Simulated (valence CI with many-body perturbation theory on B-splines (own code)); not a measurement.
# Energy levels of Pb LII

Calculated by relativistic CI+MBPT: three valence electrons over a frozen Dirac-Fock core [Ar] 3d10, radial functions for each j: 11 s, 11 p, 10 d, 8 f, 5 g, 2 h, with the one-electron correlation potential Σ1, the two-electron term Σ2, the three-electron term Σ3, Breit, model QED; selected CI, second order for the rest, scaled by the run's own slope (own B-spline code, finite nucleus).

The last digits are not significant, and no measured levels were compared; by estimate large intervals hold to a few tenths of a per cent, small ones and those within an open d or f shell to about a per cent.

Levels 1 to 45 of 174, with energies above the lowest level, (4s^2 4p1/2) J=1/2. "Leading %" is the weight of the configuration and term that name the level; weights of strongly mixed levels are sums over their largest components and can fall short, so below about 35 % the name and the second component can differ from the true leading terms, or belong to a minority configuration. In the jj column 3d3/2^4 stands for four electrons in 3d with j = 3/2.

```tsv
No.	Configuration	Term	J	E (eV)	Leading %	Leading jj	g	Second component
1	4s2 4p	2P°	1/2	0.00	100	4s^2 4p1/2 (100 %)	0.657	
2	4s 4p2	4P	1/2	118.12	53	4s 4p1/2^2 (99 %)	2.130	30 % 4s 4p2 2S
3	4s2 4p	2P°	3/2	169.97	99	4s^2 4p3/2 (99 %)	1.327	
4	4s 4p2	4P	3/2	272.13	90	4s 4p1/2 4p3/2 (99 %)	1.645	8 % 4s 4p2 2D
5	4s 4p2	2D	5/2	282.10	61	4s 4p1/2 4p3/2 (98 %)	1.346	38 % 4s 4p2 4P
6	4s 4p2	2D	3/2	295.83	60	4s 4p1/2 4p3/2 (95 %)	0.992	33 % 4s 4p2 2P
7	4s 4p2	2P	1/2	298.21	70	4s 4p1/2 4p3/2 (98 %)	1.261	29 % 4s 4p2 4P
8	4s2 4d	2D	3/2	360.25	95	4s^2 4d3/2 (95 %)	0.809	
9	4s2 4d	2D	5/2	393.65	96	4s^2 4d5/2 (96 %)	1.209	
10	4p3	2P°	3/2	413.58	46	4p1/2^2 4p3/2 (94 %)	1.320	27 % 4p3 2D°
11	4s 4p2	4P	5/2	449.35	58	4s 4p3/2^2 (96 %)	1.426	39 % 4s 4p2 2D
12	4s 4p 4d	4F°	3/2	453.24	78	4s 4p1/2 4d3/2 (98 %)	0.504	17 % 4s 4p 4d 2D°
13	4s 4p 4d	4F°	5/2	462.18	45	4s 4p1/2 4d3/2 (97 %)	1.031	28 % 4s 4p 4d 2F°
14	4s 4p2	2S	1/2	467.97	68	4s 4p3/2^2 (99 %)	1.924	17 % 4s 4p2 4P
15	4s 4p2	2P	3/2	471.84	61	4s 4p3/2^2 (98 %)	1.197	30 % 4s 4p2 2D
16	4s 4p 4d	4D°	1/2	477.25	58	4s 4p1/2 4d3/2 (99 %)	0.405	35 % 4s 4p 4d 2P°
17	4s 4p 4d	4D°	3/2	479.24	34	4s 4p1/2 4d3/2 (93 %)	1.281	22 % 4s 4p 4d 2P°
18	4s 4p 4d	4P°	5/2	498.42	39	4s 4p1/2 4d5/2 (99 %)	1.361	30 % 4s 4p 4d 4D°
19	4s 4p 4d	4F°	7/2	505.22	44	4s 4p1/2 4d5/2 (97 %)	1.243	33 % 4s 4p 4d 2F°
20	4s 4p 4d	2F°	5/2	512.11	51	4s 4p1/2 4d5/2 (96 %)	1.040	20 % 4s 4p 4d 2D°
21	4s 4p 4d	2D°	3/2	513.96	39	4s 4p1/2 4d5/2 (90 %)	1.114	36 % 4s 4p 4d 2P°
22	4p3	4S°	3/2	580.42	50	4p1/2 4p3/2^2 (95 %)	1.422	45 % 4p3 2D°
23	4p3	2D°	5/2	581.48	90	4p1/2 4p3/2^2 (90 %)	1.171	6 % 4s 4p 4d 2F°
24	4s2 4f	2F°	5/2	589.84	94	4s^2 4f5/2 (94 %)	0.856	
25	4p3	2P°	1/2	589.91	94	4p1/2 4p3/2^2 (94 %)	0.658	5 % 4s 4p 4d 2P°
26	4p2 4d	2D	3/2	590.67	40	4p1/2^2 4d3/2 (99 %)	0.777	35 % 4p2 4d 4F
27	4s2 4f	2F°	7/2	600.95	95	4s^2 4f7/2 (95 %)	1.142	
28	4s 4p 4d	4D°	3/2	633.00	44	4s 4p3/2 4d3/2 (99 %)	1.307	37 % 4s 4p 4d 4P°
29	4s 4p 4d	4P°	1/2	633.10	85	4s 4p3/2 4d3/2 (99 %)	2.280	13 % 4s 4p 4d 4D°
30	4s 4p 4d	4D°	5/2	633.20	49	4s 4p3/2 4d3/2 (94 %)	1.249	21 % 4s 4p 4d 4F°
31	4p2 4d	2D	5/2	633.55	32	4p1/2^2 4d5/2 (96 %)	1.192	20 % 4p2 4d 4D
32	4s 4p 4d	4F°	7/2	637.96	40	4s 4p3/2 4d3/2 (88 %)	1.253	30 % 4s 4p 4d 2F°
33	4s 4p 4d	2D°	3/2	650.49	63	4s 4p3/2 4d3/2 (86 %)	0.979	22 % 4s 4p 4d 4P°
34	4s 4p 4d	4F°	9/2	656.34	100	4s 4p3/2 4d5/2 (100 %)	1.327	
35	4s 4p 4d	2P°	1/2	659.11	71	4s 4p3/2 4d3/2 (94 %)	0.584	22 % 4s 4p 4d 4D°
36	4s 4p 4d	2F°	5/2	660.47	65	4s 4p3/2 4d3/2 (92 %)	0.949	18 % 4s 4p 4d 2D°
37	4s 4p 4d	2D°	5/2	669.64	46	4s 4p3/2 4d5/2 (99 %)	1.351	39 % 4s 4p 4d 4P°
38	4s 4p 4d	2P°	3/2	676.39	43	4s 4p3/2 4d5/2 (84 %)	1.152	39 % 4s 4p 4d 2D°
39	4s 4p 4d	2F°	7/2	676.74	70	4s 4p3/2 4d5/2 (92 %)	1.210	23 % 4s 4p 4d 4D°
40	4s 4p 4d	2F°	7/2	686.67	66	4s 4p3/2 4d5/2 (96 %)	1.218	26 % 4s 4p 4d 4D°
41	4s 4p 4d	2P°	1/2	690.70	86	4s 4p3/2 4d5/2 (95 %)	0.705	7 % 4s 4p 4d 4D°
42	4s 4p 4f	4G	5/2	694.49	63	4s 4p1/2 4f5/2 (98 %)	0.727	14 % 4s 4p 4f 4F
43	4s 4p 4d	2P°	3/2	695.14	76	4s 4p3/2 4d5/2 (98 %)	1.306	8 % 4s 4p 4d 4P°
44	4s 4p 4d	2D°	5/2	699.13	61	4s 4p3/2 4d5/2 (95 %)	1.106	29 % 4s 4p 4d 2F°
45	4s 4p 4f	4G	7/2	700.91	41	4s 4p1/2 4f5/2 (93 %)	1.003	24 % 4s 4p 4f 2G
```

The ionisation energy to 4s2 1S_0 of the next ion comes out as 3038 eV (NIST: 3036 ± 4 eV (theoretical)). All 174 levels together are meant to be complete up to 1105.61 eV.
